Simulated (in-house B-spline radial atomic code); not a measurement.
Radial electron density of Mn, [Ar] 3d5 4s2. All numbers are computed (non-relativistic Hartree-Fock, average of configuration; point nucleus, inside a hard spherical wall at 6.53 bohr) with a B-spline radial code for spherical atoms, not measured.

Columns: r (bohr), 4πr²n(r) (electrons per bohr), bar.

```
 0.00253   0.7486 #
 0.00306    1.067 #
 0.00371    1.518 ##
 0.00449    2.138 ###
 0.00544    2.993 ####
 0.00659    4.147 ######
 0.00798    5.674 ########
 0.00966    7.647 ##########
  0.0117    10.13 ##############
  0.0142    13.18 ##################
  0.0172    16.67 ######################
  0.0208     20.4 ###########################
  0.0252    24.12 ################################
  0.0305    27.28 ####################################
   0.037    29.36 #######################################
  0.0448    29.85 ########################################
  0.0542    28.67 ######################################
  0.0657    26.29 ###################################
  0.0795    23.91 ################################
  0.0963    23.01 ###############################
   0.117    24.64 #################################
   0.141    28.25 ######################################
   0.171    32.02 ###########################################
   0.207    32.96 ############################################
   0.251    29.32 #######################################
   0.304    22.18 ##############################
   0.368    15.11 ####################
   0.446    11.59 ###############
   0.541    12.29 ################
   0.655    14.45 ###################
   0.793    14.79 ####################
   0.961    12.31 ################
    1.16    8.439 ###########
    1.41    4.866 ######
    1.71    2.682 ####
    2.07    1.656 ##
     2.5    1.203 ##
    3.03   0.8989 #
    3.67   0.5944 #
    4.45   0.2982 
    5.39  0.08234 
    6.46 0.0002944
```

On this grid the curve has 3 maxima, near 0.0448, 0.207, 0.793 bohr.

The 4s radial function P(r) = rR(r), positive near the nucleus:

| r (bohr) | P |
| --- | --- |
| 0.0008 | 0.005064 |
| 0.00117 | 0.007337 |
| 0.00172 | 0.01064 |
| 0.00253 | 0.01533 |
| 0.00371 | 0.02181 |
| 0.00544 | 0.03059 |
| 0.00798 | 0.042 |
| 0.0117 | 0.05577 |
| 0.0172 | 0.07043 |
| 0.0252 | 0.08161 |
| 0.037 | 0.08145 |
| 0.0542 | 0.05838 |
| 0.0795 | 0.00249 |
| 0.117 | -0.07989 |
| 0.171 | -0.1429 |
| 0.251 | -0.1131 |
| 0.368 | 0.04537 |
| 0.541 | 0.2245 |
| 0.793 | 0.2055 |
| 1.16 | -0.07546 |
| 1.71 | -0.4415 |
| 2.5 | -0.6275 |
| 3.67 | -0.5231 |
| 5.39 | -0.2008 |
